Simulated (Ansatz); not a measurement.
Computed with Ansatz on PBE0-D4/def2-TZVP structures; ΔE is electronic, products minus reactants. CCSD(T)/CBS is the MP2 limit (def2-TZVPP, def2-QZVPP) plus CCSD(T) − MP2 in def2-TZVPP, frozen cores. This one scheme is used for every species, atoms too. For atomizations the MP2-based limit and the directly extrapolated one differ by several kJ/mol either way, and by 10 to 25 for some Ge, Se and Sn compounds, so smaller differences from it don't rank the levels. DFT in def2-TZVPP. Open shells (•) are unrestricted, without spin–orbit coupling. Spin–orbit coupling would lower the free atoms: a little for C, Cl, F, O, Si.

Consider the atomization: `FC1(Cl)CO[SiH2]1` → 2 C• + Cl• + F• + 4 H• + O• + Si•.

`FC1(Cl)CO[SiH2]1`:

Z-matrix (Å, degrees):
```
C
O 1 1.440
C 1 1.544 2 100.7
Si 1 2.316 2 45.7 3 3.9
H 1 1.094 2 110.9 3 116.6
H 1 1.091 2 110.6 3 -120.7
Cl 3 1.769 1 113.4 2 -113.0
F 3 1.362 1 112.9 2 122.8
H 4 1.484 1 121.9 2 90.1
H 4 1.481 1 127.1 2 -83.3
```

CCSD(T)/CBS gives +3703.7 kJ/mol.

Q: Another level gave +3695.9 kJ/mol. Which?
A. LDA (SPW92)/def2-TZVPP
B. PBE0/def2-TZVPP
C. CCSD/def2-TZVPP
D. revPBE/def2-TZVPP

A: B. PBE0 3695.9, CCSD/def2-TZVPP 3516.5, revPBE 3622.8, LDA (SPW92) 4355.9 kJ/mol.

Largest T1 diagnostic among the species: 0.012.

In def2-TZVPP, CCSD(T) changes the Hartree–Fock value by +1010.4 kJ/mol (the triples alone add +73.2 kJ/mol) and MP2 by +1122.2 kJ/mol; breaking electron pairs costs correlation energy, which Hartree–Fock lacks. From PBE to PBE0 (25 % exact exchange), in def2-TZVPP and without D4, ΔE moves by −92.5 kJ/mol: exact exchange takes away binding that semilocal exchange gives to molecules. The D4 term adds +41.5 kJ/mol with B3LYP and +21.5 kJ/mol with PBE0; it sums over pairs of atoms, weighted by their polarisabilities, and B3LYP, whose exchange is more repulsive, gets the larger term.

B3LYP here is the variant with VWN-RPA as its local correlation; programs differ in this.
